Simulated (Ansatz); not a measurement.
`NB(Cl)CO`, relaxed with RKS PBE0-D4/def2-TZVP in the Gaussian-basis code of Ansatz from a GFN2-xTB geometry. The force threshold is 0.005 eV/Å; the program also tests the step.

Total charge 0; spin multiplicity 1.

Start:

```xyz
10

N    -1.336    0.861    0.618
B    -0.567   -0.089   -0.028
Cl   -1.378   -1.405   -0.827
C     1.029   -0.048   -0.029
O     1.659   -0.827   -1.032
H    -2.342    0.832    0.652
H    -0.947    1.654    1.097
H     1.408    0.971   -0.160
H     1.394   -0.382    0.959
H     1.080   -1.568   -1.251
```

Problem. How much energy does the relaxation release, and in how many steps? (An estimate is asked.)

Solution. The calculation gave: 0.03 eV, in 13 steps, 2 of them rejected.

Problem. Which bonds change most? (Best estimate.)

Solution. The calculation gave: B2–Cl3 from 1.740 to 1.784 Å; B2–C4 from 1.597 to 1.577 Å; C4–O5 from 1.418 to 1.413 Å; N1–B2 from 1.382 to 1.386 Å.

Problem. Give the relaxed structure. (An estimate is asked.)

Solution. The calculation gave: 
```xyz
10

N    -1.325    0.880    0.599
B    -0.548   -0.092   -0.010
Cl   -1.372   -1.475   -0.777
C     1.029   -0.067   -0.018
O     1.654   -0.797   -1.053
H    -2.328    0.829    0.652
H    -0.927    1.696    1.032
H     1.384    0.968   -0.089
H     1.369   -0.429    0.969
H     1.063   -1.513   -1.305
```
